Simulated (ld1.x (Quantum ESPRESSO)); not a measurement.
# Before and after: TM potential for I

| Property | Result |
| --- | --- |
| Element | iodine (I) |
| Generator | ld1.x (Quantum ESPRESSO) 7.5 |
| Type | norm-conserving Troullier–Martins (Kleinman–Bylander form) |
| Functional | PBE |
| Relativity | scalar-relativistic |
| Frozen core | [Kr] |
| Valence charge | 17 |
| Reference configuration | 4d10 5s2 5p5 |
| Partial waves | 5p (bound): rc 1.95 bohr; 4d (bound): rc 1.20 bohr; 5s (bound): rc 1.75 bohr |
| Local potential | the s channel |
| Core correction | Bessel-smoothed model core inside 1.20 bohr |

All-electron outer shells of the reference configuration (PBE, scalar-relativistic, ld1.x):

```
shell  level (eV)  outermost node (bohr)  outermost maximum (bohr)
   4s     -180.60                   0.37                      0.68
   4p     -127.57                   0.37                      0.72
   4d      -50.28                   0.35                      0.78
   5s      -17.41                   0.88                      1.70
   5p       -7.09                   0.96                      2.02
```

Change: wave 5s (bound): rc 1.75 bohr becomes 5s (bound): rc 2.14 bohr.

Cutoffs: the cutoffs (Ry, on a coarse ladder) from which the occupation-weighted sum of valence levels, in a spherical-Bessel basis at the reference potential, stays within 10 and 1 mRy of its value at 400 Ry; they do not see the model core or the augmentation charge, which bear on the density cutoff. Errors are all-electron minus pseudo energies relative to the spin-unpolarised reference configuration.

Problem. How do hardness, ghosts and transferability respond?

Solution. The potential gets neither clearly harder nor softer (120 Ry and 200 Ry → 120 Ry and 200 Ry); the d channel sets the loose cutoff, while the largest relative change is in s, which becomes softer; of the 7 tests that both files solve, the error grows in 4 and shrinks in 1 by more than 15 % and 0.3 meV (median size 8.8 → 19.3 meV); neither file shows a bound ghost.

| quantity | base | changed |
| --- | --- | --- |
| cutoff, loose | 120 Ry | 120 Ry |
| cutoff, tight | 200 Ry | 200 Ry |
| loose cutoff by channel (10 mRy a level) | p 15 Ry, d 100 Ry, s 25 Ry | p 15 Ry, d 100 Ry, s 18 Ry |
| bound ghosts | none | none |
| error for 4d10 5s2 5p4, meV [ΔE 11.13 eV] | -1.1 | -0.6 |
| error for 4d10 5s2 5p3, meV [ΔE 30.98 eV] | +1.5 | +4.8 |
| error for 4d10 5s2 5p2, meV [ΔE 60.31 eV] | +8.8 | +19 |
| error for 4d10 5s1 5p5, meV [ΔE 22.11 eV] | -0.9 | -4.5 |
| error for 4d9 5s2 5p6, meV [ΔE 45.86 eV] | -583 | -545 |
| error for 4d9 5s2 5p5, meV [ΔE 58.25 eV] | -513 | -458 |
| error for 4d10 5s2 5p1, meV [ΔE 99.73 eV] | +19 | +43 |
